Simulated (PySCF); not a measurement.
A calculated (LDA, PySCF 2.14, def2-TZVPPD, the non-relativistic Hamiltonian (point nucleus)) atom or ion has these occupied shells.

| shell | electrons | orbital energy (eV) | rms radius, mean of both spins (bohr) |
| --- | --- | --- | --- |
| 1s α | 1 | -10095.3 | 0.0572 |
| 1s β | 1 | -10095.2 | 0.0572 |
| 2s α | 1 | -1252.0 | 0.241 |
| 2s β | 1 | -1252.0 | 0.241 |
| 2p α | 3 | -1113.3 | 0.213 |
| 2p β | 3 | -1113.2 | 0.213 |
| 3s α | 1 | -163.15 | 0.712 |
| 3s β | 1 | -163.08 | 0.712 |
| 3p α | 3 | -118.06 | 0.742 |
| 3p β | 3 | -117.97 | 0.742 |
| 3d α | 5 | -40.454 | 0.902 |
| 3d β | 5 | -40.235 | 0.902 |
| 4s α | 1 | -26.563 | 2.23 |

Task: Name the element and its charge.

Result: Ga²⁺ (gallium, charge +2), in [Ar] 3d10 4s1, 2S determinant.
